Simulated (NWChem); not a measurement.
System: Ge, triplet

Input file for NWChem:

```
start job
memory heap 200 mb stack 900 mb global 1100 mb
geometry units angstroms noautoz
  Ge     0.000000     0.000000     0.000000
end
basis spherical
  * library def2-svp
end
dft
  odft
  mult 3
  xc m06-l
  grid xcoarse
  iterations 150
  mulliken
end
task dft gradient
```

NWChem printed, in part:

```
             Northwest Computational Chemistry Package (NWChem) 7.3.0
             --------------------------------------------------------

                             Geometry "geometry" -> ""
                             -------------------------

 Output coordinates in angstroms (scale by  1.889725989 to convert to a.u.)

  No.       Tag          Charge          X              Y              Z
 ---- ---------------- ---------- -------------- -------------- --------------
    1 Ge                  32.0000     0.00000000     0.00000000     0.00000000

 Effective nuclear repulsion energy (a.u.)       0.0000000000

                                 NWChem DFT Module
                                 -----------------

 Summary of "ao basis" -> "ao basis" (spherical)
 ------------------------------------------------------------------------------
       Tag                 Description            Shells   Functions and Types
 ---------------- ------------------------------  ------  ---------------------
 Ge                         def2-svp                12       32   5s4p3d

            General Information
            -------------------
          SCF calculation type: DFT
          Wavefunction type:  spin polarized.
          No. of atoms     :     1
          No. of electrons :    32
           Alpha electrons :    17
            Beta electrons :    15
          Charge           :     0
          Spin multiplicity:     3
          Use of symmetry is: off; symmetry adaption is: off
          Maximum number of iterations: 150
          AO basis - number of functions:    32
                     number of shells:    12
          Convergence on energy requested:  1.00D-06
          Convergence on density requested:  1.00D-05
          Convergence on gradient requested:  5.00D-04

              XC Information
              --------------
                        M06-L Method XC Functional
                         M06-L Exchange Functional  1.000
                       M06-L Correlation Potential  1.000

             Grid Information
             ----------------
          Grid used for XC integration:  xcoarse
          Radial quadrature: Mura-Knowles
          Angular quadrature: Lebedev.
          Tag              B.-S. Rad. Rad. Pts. Rad. Cut. Ang. Pts.
          ---              ---------- --------- --------- ---------
          Ge                  1.25       75           5.0       194
          Grid pruning is: on
          Number of quadrature shells:    75
          Spatial weights used:  Erf1

      Superposition of Atomic Density Guess
      -------------------------------------

 Sum of atomic energies:       -2075.04349037

      Non-variational initial energy
      ------------------------------

 Total energy =   -2074.831300
 1-e energy   =   -2894.634830
 2-e energy   =     819.803530
 HOMO         =      -0.066582
 LUMO         =      -0.066582

     ---------------------------------------------
      Total Density - Mulliken Population Analysis
     ---------------------------------------------

    Atom       Charge   Shell Charges
 -----------   ------   -------------------------------------------------------
    1 Ge  32    32.00   2.00  2.00  2.00  1.41  0.59  6.00  5.98  0.61  1.42  8.15  1.79  0.06

     --------------------------------------------
      Spin Density - Mulliken Population Analysis
     --------------------------------------------

    Atom       Charge   Shell Charges
 -----------   ------   -------------------------------------------------------
    1 Ge  32     2.00   0.00  0.00  0.00  0.00  0.00  0.00  0.00  0.58  1.42  0.00  0.00  0.00

   convergence    iter        energy       DeltaE   RMS-Dens  Diis-err
 ---------------- ----- ----------------- --------- --------- ---------
 d= 0,ls=0.0,diis     1  -2076.5833617355 -2.08D+03  1.02D-02  2.27D-02
                                                     2.11D-02  1.54D-02
 d= 0,ls=0.0,diis     2  -2076.5773541489  6.01D-03  1.60D-03  5.77D-03
                                                     1.43D-02  2.02D-02
 d= 0,ls=0.0,diis     3  -2076.5857774409 -8.42D-03  7.21D-04  1.34D-03
                                                     6.20D-03  3.40D-03
 d= 0,ls=0.0,diis     4  -2076.5882424877 -2.47D-03  8.88D-04  1.24D-04
                                                     2.40D-03  3.11D-04
 d= 0,ls=0.0,diis     5  -2076.5884900665 -2.48D-04  7.14D-05  1.86D-05
                                                     3.55D-04  1.77D-05
  Resetting Diis
 d= 0,ls=0.0,diis     6  -2076.5884975308 -7.46D-06  2.63D-05  6.58D-08
                                                     8.31D-06  1.66D-08
 d= 0,ls=0.0,diis     7  -2076.5884975951 -6.44D-08  5.15D-06  1.78D-09
                                                     1.85D-05  1.15D-08
 d= 0,ls=0.0,diis     8  -2076.5884976064 -1.13D-08  3.90D-06  6.08D-10
                                                     3.93D-07  2.46D-10

         Total DFT energy =    -2076.588497606409
      One electron energy =    -2894.037891491751
           Coulomb energy =      896.394153368680
    Exchange-Corr. energy =      -78.944759483339
 Nuclear repulsion energy =        0.000000000000

 Numeric. integr. density =       32.000001372398

                    DFT Final Alpha Molecular Orbital Analysis
                    ------------------------------------------

 Vector   15  Occ=1.000000D+00  E=-4.418174D-01
              MO Center=  1.4D-15,  1.2D-15, -3.6D-15, r^2= 1.5D+00
   Bfn.  Coefficient  Atom+Function         Bfn.  Coefficient  Atom+Function
  ----- ------------  ---------------      ----- ------------  ---------------
     4      0.878849  1 Ge s                  3     -0.528021  1 Ge s
     5      0.267549  1 Ge s                  2      0.110712  1 Ge s
     1     -0.039686  1 Ge s

 Vector   16  Occ=1.000000D+00  E=-1.622664D-01
              MO Center= -4.8D-18, -7.9D-16, -1.2D-16, r^2= 2.5D+00
   Bfn.  Coefficient  Atom+Function         Bfn.  Coefficient  Atom+Function
  ----- ------------  ---------------      ----- ------------  ---------------
    16      0.570098  1 Ge py                13      0.447264  1 Ge py
    15     -0.262957  1 Ge px                10     -0.241405  1 Ge py
    12     -0.206276  1 Ge px                 9      0.111338  1 Ge px
    17     -0.099183  1 Ge pz                 7      0.077995  1 Ge py
    14     -0.077857  1 Ge pz                11      0.042016  1 Ge pz

 Vector   17  Occ=1.000000D+00  E=-1.622638D-01
              MO Center=  4.8D-16,  7.4D-16, -1.5D-15, r^2= 2.5D+00
   Bfn.  Coefficient  Atom+Function         Bfn.  Coefficient  Atom+Function
  ----- ------------  ---------------      ----- ------------  ---------------
    15      0.429902  1 Ge px                17      0.385678  1 Ge pz
    12      0.337225  1 Ge px                14      0.302631  1 Ge pz
    16      0.265403  1 Ge py                13      0.208192  1 Ge py
     9     -0.182020  1 Ge px                11     -0.163333  1 Ge pz
    10     -0.112373  1 Ge py                 6      0.058808  1 Ge px

 Vector   18  Occ=0.000000D+00  E=-1.367162D-01
              MO Center= -1.6D-15, -3.5D-16,  1.5D-15, r^2= 2.5D+00
   Bfn.  Coefficient  Atom+Function         Bfn.  Coefficient  Atom+Function
  ----- ------------  ---------------      ----- ------------  ---------------
    17      0.476642  1 Ge pz                14      0.409655  1 Ge pz
    15     -0.372800  1 Ge px                12     -0.320282  1 Ge px
    11     -0.215920  1 Ge pz                 9      0.168830  1 Ge px
    16     -0.088971  1 Ge py                13     -0.076471  1 Ge py
     8      0.069698  1 Ge pz                 6     -0.054498  1 Ge px

 Vector   19  Occ=0.000000D+00  E= 1.411168D-01
              MO Center=  3.8D-15,  3.0D-15, -5.9D-15, r^2= 4.7D+00
   Bfn.  Coefficient  Atom+Function         Bfn.  Coefficient  Atom+Function
  ----- ------------  ---------------      ----- ------------  ---------------
     4      1.895560  1 Ge s                  5     -1.877490  1 Ge s
     3     -0.463044  1 Ge s                  2      0.082632  1 Ge s
     1     -0.032347  1 Ge s

 Vector   20  Occ=0.000000D+00  E= 3.371989D-01
              MO Center= -1.1D-15,  3.4D-16,  1.5D-15, r^2= 3.7D+00
   Bfn.  Coefficient  Atom+Function         Bfn.  Coefficient  Atom+Function
  ----- ------------  ---------------      ----- ------------  ---------------
    13      0.959543  1 Ge py                16     -0.846117  1 Ge py
    14      0.654153  1 Ge pz                12      0.608261  1 Ge px
    17     -0.576843  1 Ge pz                15     -0.536352  1 Ge px
    10     -0.277843  1 Ge py                11     -0.189413  1 Ge pz
     9     -0.176127  1 Ge px                 7      0.086551  1 Ge py

                     DFT Final Beta Molecular Orbital Analysis
                     -----------------------------------------

 Vector   13  Occ=1.000000D+00  E=-1.122469D+00
              MO Center=  1.4D-16, -1.9D-16,  7.6D-17, r^2= 1.9D-01
   Bfn.  Coefficient  Atom+Function         Bfn.  Coefficient  Atom+Function
  ----- ------------  ---------------      ----- ------------  ---------------
    22      0.671535  1 Ge d  2              21     -0.419256  1 Ge d  1
    20      0.269721  1 Ge d  0              27      0.219274  1 Ge d  2
    26     -0.136898  1 Ge d  1              19     -0.088440  1 Ge d -1
    25      0.088071  1 Ge d  0              18      0.084405  1 Ge d -2
    32      0.029120  1 Ge d  2              24     -0.028878  1 Ge d -1

[...]

                         DFT ENERGY GRADIENTS

    atom               coordinates                        gradient
                 x          y          z           x          y          z
   1 Ge      0.000000   0.000000   0.000000    0.000000  -0.000000   0.000000
```

Level: M06-L/def2-SVP, spin-unrestricted. The open p shell is one determinant without spherical averaging. No stability test was run on the SCF state.
